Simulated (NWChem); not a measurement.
Species: GaF, singlet; SMILES [F][Ga]

```xyz
2

Ga     0.0000     0.0000    -0.3948
F      0.0000     0.0000     1.3843
```
Atoms are numbered in this order, from 1.

Computed with NWChem. Pople sets run with spherical d functions. Low-valent species are run as closed-shell singlets; no triplet was tried in these runs. The geometry was optimised at PBE0/def2-SVP. GIAO values for the isolated, static molecule; σ is the absolute isotropic shielding, δ = σ(reference) − σ with the isolated reference molecule computed at the same levels (19F: trichlorofluoromethane).

```tsv
level	σ Ga1 (ppm)	δ F2 (ppm)	relative time
KT2/pcSseg-1	1943.2	89.2	1
PBE0/pcSseg-1	1953.1	82.0	1
B3LYP/6-31G*	2052.6	132.0	1
PBE0/pcSseg-2	1966.8	51.6	6
```

Times are rough ratios from one shared machine.
